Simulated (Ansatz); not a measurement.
Abridged output of a molecular run in Ansatz:

```
Functional definition: HF
1690 factors; integrals over basis functions are off by at most 1.2e-3 eV
mean field evaluation 1: about -22432.6471 eV, gradient 5.9e1 eV
mean field evaluation 2: about -22432.9224 eV, gradient 5.9e1 eV
mean field evaluation 4: about -22439.6554 eV, gradient 4.9e0 eV
mean field evaluation 8: about -22439.7362 eV, gradient 3.2e-1 eV
mean field -22439.73652486 eV, -824.6451070890 hartree, gradient 2.5e-6 eV, S^2 0.000000; 0 other end points of the search recorded, 0 dependent functions left out
11 core orbitals not correlated: weight in the atoms' cores, before any rotation towards them, 1.000 or more for the frozen orbitals, at most 0.000 for the correlated occupied ones
reference -22439.73652486 eV, -824.6451070890 hartree; 34, 34 occupied and 129, 129 virtual orbitals, 1690 factors
second order -49.07472269 eV of doubles, -0.00000000 eV of singles
cycle   1  -49.15433654 eV  change   -8.0e-2 eV  update   1.4e-1
cycle   2  -50.16500956 eV  change    -1.0e0 eV  update   3.9e-2
cycle   3  -50.41587208 eV  change   -2.5e-1 eV  update   1.9e-2
cycle   4  -50.40434700 eV  change    1.2e-2 eV  update   3.4e-3
cycle   5  -50.40177485 eV  change    2.6e-3 eV  update   1.5e-3
cycle   6  -50.40291212 eV  change   -1.1e-3 eV  update   4.2e-4
cycle   7  -50.40260414 eV  change    3.1e-4 eV  update   1.4e-4
cycle   8  -50.40242530 eV  change    1.8e-4 eV  update   4.1e-5
cycle   9  -50.40243258 eV  change   -7.3e-6 eV  update   1.3e-5
perturbative correction -1.10560036 eV, -0.0406300638 hartree
Total energy: -22491.24455780 eV, -826.5379923862 hartree
```

Its atoms:

Cartesian coordinates in Å:
```
F 1.927 1.753 1.135
C 1.533 0.592 1.735
C 1.006 -0.378 0.698
F 0.681 -1.522 1.333
F 1.951 -0.682 -0.204
O -0.103 0.171 0.097
C -0.584 -0.318 -1.095
F -0.536 -1.658 -1.129
F 0.159 0.132 -2.125
C -2.001 0.182 -1.294
F -2.810 -0.292 -0.303
H 0.739 0.801 2.456
H 2.387 0.127 2.232
H -2.356 -0.180 -2.262
H -1.993 1.274 -1.274
```

Task: Which basis set was used?
A. cc-pV(Q+d)Z
B. def2-SVP
C. def2-TZVPP
D. def2-QZVPP

Result: B. It gives 174 functions.

Task: Write the keys of the input that set method, charge and spin (a neutral closed shell needs none for the last two).

Result: 
```yaml
correlation: {method: ccsd_t}
```
